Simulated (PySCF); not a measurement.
C₆H₁₂OP₂.
Geometry (PBE0-D3(BJ)/def2-SVP, Å), atoms numbered from 1 in this order:
```xyz
21
C6H12OP2 angstrom
C      3.393   -0.143   -0.375
C      2.191    0.136   -0.885
P      0.744   -0.109    0.164
O      1.078   -0.605    1.541
C     -0.164    1.479    0.170
C     -1.502    1.315    0.893
P     -2.667    0.242   -0.099
C     -1.708   -1.360   -0.025
C     -0.373   -1.226   -0.759
H      3.470   -0.509    0.655
H      4.313   -0.020   -0.954
H      2.067    0.503   -1.910
H     -0.300    1.835   -0.866
H      0.484    2.201    0.692
H     -1.984    2.296    1.027
H     -1.321    0.889    1.894
H     -3.589   -0.047    0.953
H     -1.520   -1.666    1.016
H     -2.326   -2.140   -0.499
H     -0.508   -0.850   -1.788
H      0.146   -2.197   -0.821
```

Computed with PySCF at PBE0/pcSseg-1, non-relativistic, on one gas-phase PBE0-D3(BJ)/def2-SVP geometry that isn't relaxed in the solvent. The solvent is an IEF-PCM continuum (cavity from Bondi-type radii × 1.2). Only the electrostatic response of the medium enters.

```csv
run,E − E(gas) (kJ/mol),HOMO (eV),HOMO–LUMO gap (eV),dipole (D)
gas,0.00,-6.95,6.20,2.60
P,-41.95,-6.94,6.35,3.72
Q,-36.39,-6.94,6.33,3.53
```

Question: The runs were made in dichloromethane and methanol. Which run belongs to which solvent?

Answer: P = methanol, Q = dichloromethane. The dielectric constants are 8.93 (dichloromethane), 32.61 (methanol), and the energy falls further as ε rises. In this model the ground state sees the solvent through ε alone.

Question: How constant is the ratio of the lowering to (ε − 1)/(2ε + 1)?

Answer: 
| solvent | (ε − 1)/(2ε + 1) | E − E(gas) (kJ/mol) | ratio (kJ/mol) | polarisation term (kJ/mol) |
| --- | --- | --- | --- | --- |
| dichloromethane | 0.420 | -36.39 | -86.5 | -42.05 |
| methanol | 0.477 | -41.95 | -87.9 | -49.71 |

The ratio changes by +1.5 % in size from dichloromethane to methanol. The polarisation term is half the interaction of the solute with the induced surface charges.
